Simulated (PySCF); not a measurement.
**Correlation energy of O (oxygen, neutral)**

[He] 2s2 2p4, high-spin 3P determinant. All numbers are calculated (PySCF 2.14, no relativity, point nucleus, in def2-SVP (3s2p1d, 14 functions)). Frozen: 1s2; 6 electrons correlated.

MP2 pair energies summed by pair of shells (mhartree):

```
 pair  energy  share (%)
2p-2p  -49.33       48.7
2s-2p  -44.41       43.8
2s-2s   -7.56        7.5
```

Total MP2 correlation energy: -101.30 mhartree.

Same-spin part -25.84 and opposite-spin part -75.46 mhartree; SCS-MP2 scales them by 1/3 and 6/5 to -99.17 mhartree.

| level | correlation energy (mhartree) |
| --- | --- |
| CCSD | -116.54 |
| (T) | -0.83 |
| CCSD(T) | -117.37 |

Diagnostics: T1 = 0.0034, D1 = 0.0067, largest double amplitude 0.054.

Question: Is a single reference adequate?

Answer: Yes: T1 lies below 0.03 and no double amplitude reaches 0.07.
